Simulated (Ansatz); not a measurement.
The same atomization along the group F, Cl, Br.

Program: Ansatz. Geometries: PBE0-D4/def2-TZVP. ΔE: electronic, gas phase. CBS: MP2 limit from def2 TZ/QZ plus the TZ coupled-cluster correction, frozen cores. This one scheme is used for every species, atoms too. DFT in def2-TZVPP. No spin–orbit coupling; open shells (•) take unrestricted orbitals. Spin–orbit coupling would lower the free atoms: a little for Cl, F, Si; clearly for Br, Se. For Br, Se outer-core shells are correlated without core-valence functions, so the limit isn't a true one: a few kJ/mol of doubt a bond, and 10 to 20 or more in all where bonds break to atoms. Scalar relativity is left out up to krypton. One conformer a species, not always the lowest.

```json
{"reaction": "`F[SiH2][SeH]` → F• + 3 H• + Se• + Si•", "ωB97X-V (kJ/mol)": "1881", "PBE0-D4 (kJ/mol)": "1840", "r2SCAN-D4 (kJ/mol)": "1873", "MP2/CBS(def2) (kJ/mol)": "1912"}
{"reaction": "`Cl[SiH2][SeH]` → Cl• + 3 H• + Se• + Si•", "ωB97X-V (kJ/mol)": "1703", "PBE0-D4 (kJ/mol)": "1673", "r2SCAN-D4 (kJ/mol)": "1696", "MP2/CBS(def2) (kJ/mol)": "1715"}
{"reaction": "`[SeH][SiH2]Br` → Br• + 3 H• + Se• + Si•", "ωB97X-V (kJ/mol)": "1646", "PBE0-D4 (kJ/mol)": "1622", "r2SCAN-D4 (kJ/mol)": "1645", "MP2/CBS(def2) (kJ/mol)": "1666"}
```

Task: Give the CCSD(T)/CBS values in the same order. (An estimate is asked.)

Result: The calculation gave: 1888, 1701, 1655 kJ/mol.

Largest T1 diagnostic: 0.012, for Si•.

For atomizations the MP2-based limit and the directly extrapolated one differ by several kJ/mol either way, and by 10 to 25 for some Ge, Se and Sn compounds, so smaller differences from it don't rank the levels.
